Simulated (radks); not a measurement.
Question: Coherent X-ray form factor from a spherical all-electron density. All-electron calculation, scalar-relativistic Kohn-Sham, r2SCAN, spin-polarised, spherical densities, finite nucleus; meta-GGA in the generalised Kohn-Sham scheme; Fermi nuclear charge, rms radius of each element as measured or else 0.836 A^(1/3) + 0.57 fm. Program: a radial shooting solver on a logarithmic mesh with Libxc functionals.

sin(theta)/lambda (1/angstrom),f0 (electrons)
0.05,68.392
0.1,66.667
0.15,64.077
0.2,60.935
0.25,57.533
0.3,54.097
0.4,47.656
0.5,42.111
0.6,37.426
0.8,29.977
1,24.474
1.25,19.826
1.5,16.949
2,13.426

The species is in the configuration that NIST lists as its ground one. Which atom or ion scatters so?

Answer: The hafnium ion Hf3+, [Xe] 4f14 5d1. Extrapolating in s^2 from the first two rows gives f0(0) = 69.0, near the electron count 69; among species with that count, the fall with angle is slower the higher Z, and the table is that of Z = 72; from so few rows the species is fixed only to a neighbour or two.
